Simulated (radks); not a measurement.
Values are calculated unless marked as measured or tabulated.
Charge is removed step by step from the 3d (averaged over the sub-levels emptied) level of the manganese ion Mn2+, starting from [Ar] 3d5. Code: a radial shooting solver on a logarithmic mesh with Libxc functionals. Model: Dirac Kohn-Sham, BLYP, spin-unpolarised, spherical densities, point nucleus; open shells are shared between the two j in proportion to 2j + 1.

removed (e)  E - E(0) (eV)  eigenvalue (eV)  E minus straight line (eV)
0                    0.000          -24.337                       0.000
0.1                  2.511          -25.888                      -0.741
0.2                  5.179          -27.470                      -1.325
0.3                  8.006          -29.083                      -1.750
0.4                 10.996          -30.726                      -2.012
0.5                 14.152          -32.399                      -2.108
0.6                 17.477          -34.100                      -2.035
0.7                 20.973          -35.830                      -1.790
0.8                 24.644          -37.588                      -1.372
0.9                 28.492          -39.373                      -0.776
1                   32.519          -41.185                       0.000

Removing the whole electron costs 32.519 eV by Delta-SCF, against 24.337 eV from minus the eigenvalue at the starting occupation. Slater's transition state (half an electron removed) gives 32.399 eV. Integrating minus the eigenvalue over the occupation (Janak's theorem) gives 32.519 eV. The mean slope of the eigenvalue, de/dn, is 16.8 eV per electron. Ionisation energy of Mn2+ in the NIST Atomic Spectra Database: 33.67 eV (measured).

Beside tabulated values, note that spin-unpolarised runs miss the spin-polarisation part of the exchange energy of open shells.
